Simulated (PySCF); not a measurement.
Simulated absorption spectrum

Compound: diboron tetrafluoride, B2F4.
Z-matrix (Å and degrees, PBE0-D3(BJ)/def2-TZVP geometry), rows numbered from 1:
```
F 
B   1  1.3174
F   2  1.3177  1  116.95
B   2  1.7196  1  121.55  3  -179.93
F   4  1.3175  2  121.63  1   -88.65
F   4  1.3173  2  121.38  1    91.40
```

Theory: PySCF, TDDFT CAM-B3LYP/aug-cc-pVTZ, vertical, gas phase, core orbitals frozen in the response. Geometry: PBE0-D3(BJ)/def2-TZVP; no solvent, vibrations or thermal averaging.

Computed states:

```json
{"state": "S1", "E (eV)": "7.60", "f": "0.044"}
{"state": "S2", "E (eV)": "7.67", "f": "0.044"}
{"state": "S3", "E (eV)": "9.30", "f": "0.0000"}
{"state": "S4", "E (eV)": "9.65", "f": "0.0000"}
{"state": "S5", "E (eV)": "9.66", "f": "0.0000"}
{"state": "S6", "E (eV)": "9.83", "f": "0.142"}
{"state": "S7", "E (eV)": "10.30", "f": "0.0025"}
{"state": "S8", "E (eV)": "10.30", "f": "0.0022"}
{"state": "S9", "E (eV)": "10.79", "f": "0.0000"}
```

Each state is given a Gaussian of 0.3 eV full width at half maximum, with ε(max) = 2.175×10⁸ f / Δν̃ (Δν̃ the width in cm⁻¹). The width is an assumption, not a result. The curve ends short of the highest state used, and states not computed would add to its high-energy end.

(1) What does the envelope look like, and where are its maxima?

(2) Coming from long wavelengths, where does ε first pass 100 L mol⁻¹ cm⁻¹?

Results:

(1) 
(E (eV), ε (L mol⁻¹ cm⁻¹)): (7.15, 10), (7.22, 59), (7.29, 268), (7.36, 921), (7.43, 2375), (7.50, 4627), (7.57, 6820), (7.64, 7620), (7.71, 6457), (7.78, 4146), (7.85, 2014), (7.92, 738), (8.00, 165), (8.07, 33), (8.14, 5), (8.21, 1), (8.28, 0), (8.35, 0), (8.42, 0), (8.49, 0), (8.56, 0), (8.63, 0), (8.70, 0), (8.77, 0), (8.84, 0), (8.91, 0), (8.99, 0), (9.06, 0), (9.13, 0), (9.20, 0), (9.27, 1), (9.34, 8), (9.41, 57), (9.48, 300), (9.55, 1162), (9.62, 3327), (9.69, 7047), (9.76, 11036), (9.83, 12780), (9.91, 10445), (9.98, 6349), (10.05, 2900), (10.12, 1097), (10.19, 522)

Maxima: 162 nm (7.63 eV), ε about 7600, made up of S1 (50%) and S2 (50%); 126 nm (9.83 eV), ε about 13000, made up of S6 (100%) (ε in L mol⁻¹ cm⁻¹; maxima over ε = 5, shares over 10%).

(2) At about 171 nm (7.24 eV), 0.35 eV below S1.

On an Arm Neoverse N1 with one thread, shared host with 64 logical CPUs at a one-minute load of 61, this took 67 s of wall time and 1.0 GiB of memory at its peak.
